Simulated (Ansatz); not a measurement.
Mulliken charges of CH$_{4}$ClInO, SMILES `[CH3][In]([OH])[Cl]` from r2SCAN/def2-TZVPP in Ansatz (PBE0-D4/def2-TZVP geometry).

| atom | x (Å) | y (Å) | z (Å) | charge (e) |
| --- | --- | --- | --- | --- |
| C1 | -0.833 | 1.032 | -0.287 | -0.430 |
| In2 | 0.371 | -0.723 | -0.185 | 0.848 |
| O3 | 1.618 | -1.320 | 1.230 | -0.508 |
| Cl4 | 0.380 | -2.320 | -1.877 | -0.404 |
| H5 | -0.213 | 1.913 | -0.123 | 0.099 |
| H6 | -1.301 | 1.084 | -1.268 | 0.113 |
| H7 | -1.602 | 0.988 | 0.485 | 0.099 |
| H8 | 1.672 | -0.711 | 1.971 | 0.182 |

By hand: the dipole of these point charges (1 e Å = 4.8032 D).

Σ q r = (-0.325, 0.831, 0.351) e Å, of length 0.959 e Å = 4.61 D.

How does the dipole of the full density compare? (Estimate.)

Ansatz gave: (-0.317, 0.818, 0.355) e Å, 4.55 D; the point charges give 1.01 times that, at 1° from its direction.

Point charges leave out the atoms' own dipoles, such as those of lone pairs, and Mulliken's split depends on the basis, so the close match here is no proof of good charges.
